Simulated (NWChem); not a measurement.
Species: CH4ClGaO; SMILES C[O][GaH][Cl]

```xyz
8

Ga    -0.4673     0.0507     0.0002
H     -2.0045    -0.1600     0.0001
Cl     0.4463     1.9827    -0.0003
O      0.7076    -1.2751     0.0015
C      0.3863    -2.6362    -0.0011
H      0.8076    -3.1273    -0.8961
H      0.8207    -3.1330     0.8844
H     -0.7029    -2.8383     0.0062
```
Atoms are numbered in this order, from 1.

Computed with NWChem. Pople sets run with spherical d functions. Geometry: optimised at PBE0/def2-SVP. B3LYP is NWChem's, with the RPA form of VWN correlation. Ions are spin-unrestricted doublets at the neutral geometry; other ion states weren't tried.

Problem. Order these by “−ε(HOMO) (eV)”, lowest first: B3LYP/6-31G*; CAM-B3LYP/6-31G*; PBE/6-31G*; LRC-wPBEh/6-31G*.

Solution. PBE/6-31G* (6.56), B3LYP/6-31G* (7.79), CAM-B3LYP/6-31G* (9.47), LRC-wPBEh/6-31G* (9.94)
